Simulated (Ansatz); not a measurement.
The first iterations of a band of AlBFH$_{5}$O$_{2}$ (10 atoms, charge 0, multiplicity 1).

All numbers below come from Ansatz 0.2.0, RKS BLYP/6-31G*.

```
movable images  : 6
climbing image  : no
spring          : 5.0 eV/Å²
optimiser       : quadratic models (default)
start path      : through a guess of the saddle point
force threshold : 0.05 eV/Å
iteration limit : 60
end points      : relaxed
```

First end point:

```xyz
10
Properties=species:S:1:pos:R:3
B -0.750 -0.039 0.558
H -0.768 -1.223 0.750
F 1.961 0.869 0.496
O -0.984 0.575 -0.624
H -1.067 -0.057 -1.366
O -0.529 0.845 1.650
Al 1.210 1.986 1.534
H 1.559 1.808 3.095
H 0.816 3.396 0.902
H -0.454 0.361 2.500
```

Last end point:

```xyz
10
Properties=species:S:1:pos:R:3
B 0.224 0.626 -0.208
H -0.945 -1.937 2.596
F 1.071 -0.278 -0.764
O -1.050 0.766 -0.717
H -1.195 0.147 -1.462
O 0.631 1.378 0.841
Al 0.909 2.660 1.948
H 0.733 2.331 3.492
H 1.362 4.066 1.359
H -0.748 -1.239 2.410
```

| iteration | highest image above the first end (eV) | largest band force component (eV/Å) |
| --- | --- | --- |
| 1 | 7.042 | 8.843 |
| 2 | 3.596 | 4.578 |
| 3 | 2.702 | 1.711 |
| 4 | 2.350 | 3.332 |
| 5 | 2.116 | 0.972 |
| 6 | 1.809 | 1.317 |
| 7 | 1.647 | 1.076 |
| 8 | 1.511 | 0.413 |
| 9 | 1.376 | 0.835 |
| 10 | 1.302 | 0.609 |
| 11 | 1.265 | 1.615 |
| 12 | 1.329 | 0.484 |
| 13 | 1.233 | 0.351 |
| 14 | 1.179 | 0.344 |
| 15 | 1.140 | 0.507 |
| 16 | 1.114 | 0.544 |

Problem. Does the band converge within its limit, and where does its top end?

Solution. The forces met the threshold. It ended after 48 iterations with the highest image 1.140 eV above the first end. No image climbed, so the highest image needn't sit at the top of the path. A band with more images between the same ends climbed to 2.17 eV, so this one has probably stepped over the top. The orbitals stay closed-shell, which can raise the energy where a bond breaks towards radicals; this wasn't checked here.

Time of the run: 2.7 min on 2 threads of AMD EPYC 9R45 96-Core Processor (Zen 5), on a shared host, peak memory 0.15 GiB.
